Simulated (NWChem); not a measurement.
# Lowest excitation of C3H8Si

```xyz
12

C      1.5449    -1.2482     0.0000
C      1.3984     0.2367     0.0000
C      0.2470     0.9265     0.0000
Si    -1.4774     0.1899     0.0000
H      2.1139    -1.5853     0.8828
H      2.1139    -1.5853    -0.8828
H      0.5767    -1.7714     0.0000
H      2.3438     0.7977     0.0000
H      0.3207     2.0212     0.0000
H     -1.7248    -0.6625     1.2061
H     -2.4781     1.2994     0.0000
H     -1.7248    -0.6625    -1.2061
```
Charge 0, spin multiplicity 1.

Program: NWChem. All single points use one geometry, from PBE0/def2-SVP, a minimum by its harmonic frequencies.

Basis set: 6-31+G*.

The correlated methods keep 8 core orbitals frozen. B3LYP has NWChem's definition, with VWN1-RPA local correlation. The Pople sets run with spherical d functions. The structure started from a generated list of species. Coupled-cluster values serve here as a point of comparison, not as the truth.

Q: For the lowest vertical singlet excitation energy, TD-B3LYP gives 6.26 eV and CIS gives 7.13 eV. What do TDA-BHandHLYP, TD-PBE, EOM-CCSD give?

A: TDA-BHandHLYP: 6.71 eV; TD-PBE: 5.95 eV; EOM-CCSD: 6.90 eV.
